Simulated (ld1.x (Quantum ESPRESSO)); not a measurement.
Configuration tests for indium (In) (RRKJ)

ld1.x (Quantum ESPRESSO) 7.5 input, shortened:

```
&input
   title='In', zed=49., rel=1, dft='PBE', iswitch=3,
   config='[Kr] 4d10 5s2 5p0.5'
 /
 &inputp
   pseudotype=2, tm=.false., rho0=0.02, lloc=0,
   nlcc=.true., new_core_ps=.true., rcore=1.00
 /
2
5P  2  1   0.50   0.00  2.10  2.10  0.0
5S  1  0   2.00   0.00  2.00  2.00  0.0
 &test
   configts(1)='5s2 5p0.5'
 /
```

Energies are relative to the spin-unpolarised reference configuration 5s2 5p0.5; without spin polarisation the order of configurations can differ from experiment.

Problem. Give the all-electron excitation energy and the error of the potential for: 5s2 5p1; 5s2 5p0; 5s1 5p0; 5s1 5p2; 5s2 5p1.3; 5s0 5p3; 5s1 5p1.

Solution.

```tsv
valence configuration	charge	ΔE all-electron (eV)	error AE − PS (meV)
5s2 5p1	0	-1.940	-1.5
5s2 5p0	+1	3.423	-6.0
5s1 5p0	+2	22.657	-174
5s1 5p2	0	3.901	-14
5s2 5p1.3	-0.3	-2.472	-3.0
5s0 5p3	0	10.007	-71
5s1 5p1	+1	10.016	-43
```
